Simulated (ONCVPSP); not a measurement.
## barium: one change to an ONCV potential, before and after

```
Element                 : barium
Generator               : ONCVPSP 4.0.1
Type                    : optimised norm-conserving Vanderbilt (ONCV)
Functional              : LDA (Perdew-Wang 92)
Relativity              : fully relativistic
Frozen core             : [Kr] 4d10
Valence charge          : 10
Reference configuration : 5s2 5p6 6s1 (charge +1)
Partial waves           : 5s+6s: rc 2.95 bohr, ncon 4, nbas 8, qcut 3.2 1/bohr, 2 projectors; 5p: rc 2.00 bohr, ncon 4, nbas 8, qcut 4.6 1/bohr, 2 projectors, debl 2.8 Ha; d scattering state at 0.21 Ha: rc 2.90 bohr, ncon 5, nbas 9, qcut 2.9 1/bohr, 2 projectors, debl 0.6 Ha
Local potential         : polynomial inside 1.45 bohr (lpopt 5, dvloc0 0 Ha)
Core correction         : Teter function, fcfact 3.5, rcfact 1.1
```

Open shells are filled in proportion to 2j + 1.

In the d channel the program set the typed energies aside and used 0.050, 0.650 Ha (j = l + 1/2; the other j can differ).

Change: local potential polynomial inside 1.75 bohr (lpopt 5, dvloc0 0 Ha).

Cutoffs: the cutoffs (Ha) at which the residual kinetic energy of the hardest occupied pseudo-wave falls to 1 and 0.1 mHa per electron; they do not see the model core or the augmentation charge, which bear on the density cutoff. Errors are all-electron minus pseudo energies relative to the spin-unpolarised reference configuration.

**Question.** How do hardness, ghosts and transferability respond?

**Answer.** The potential gets neither clearly harder nor softer (10 Ha and 43 Ha → 10 Ha and 43 Ha); the bound ghost in s disappears; the lowest positive-energy flag moves from p3/2 at 128.8 eV to s at 22.0 eV; of the 4 tests that both files solve, the error grows in 0 and shrinks in 1 by more than 15 % and 0.3 meV (median size 0.7 → 0.4 meV); the range in which the s phases agree narrows (upper end 2.5 → 0.7). In the separable form a ghost depends on how the local part lies against the semilocal potential of the channel, so the choice of the local part can create or remove one.

| quantity | base | changed |
| --- | --- | --- |
| cutoff, loose | 10 Ha | 10 Ha |
| cutoff, tight | 43 Ha | 43 Ha |
| bound ghosts | s | none |
| GHOST(+) flags under 300 eV | p3/2 at 128.8 eV, p1/2 at 133.7 eV | s at 22.0 eV, p3/2 at 173.5 eV |
| error for 5s2 5p6 6s2, meV [ΔE -5.54 eV] | -1.1 | -0.5 |
| error for 5s2 5p6 6s0, meV [ΔE 10.16 eV] | -2.2 | -2.5 |
| error for 5s2 5p6 6s1.5, meV [ΔE -3.33 eV] | -0.4 | -0.2 |
| error for 5s2 5p6 5d1 6s1, meV [ΔE -4.19 eV] | -0.3 | -0.3 |
| s: phases at 3.00 bohr within 0.05 rad from the reference energy up to (Ha; the scan ends near 5) | 2.5 | 0.7 |
| p3/2: phases at 2.03 bohr within 0.05 rad from the reference energy up to (Ha; the scan ends near 5) | 3.1 | 3.2 |
| p1/2: phases at 2.03 bohr within 0.05 rad from the reference energy up to (Ha; the scan ends near 5) | 3.0 | 3.2 |
| d5/2: phases at 2.94 bohr within 0.05 rad from the reference energy up to (Ha; the scan ends near 5) | 3.8 | 3.9 |
| d3/2: phases at 2.94 bohr within 0.05 rad from the reference energy up to (Ha; the scan ends near 5) | 3.9 | 4.0 |
| rms error of d²Exc/dni dnj with the model core, mHa | 5.16 | 5.16 |

 A true bound ghost makes a file unfit for plane-wave use even where its test errors are small: the radial tests pick states by their node count and pass the ghost by.
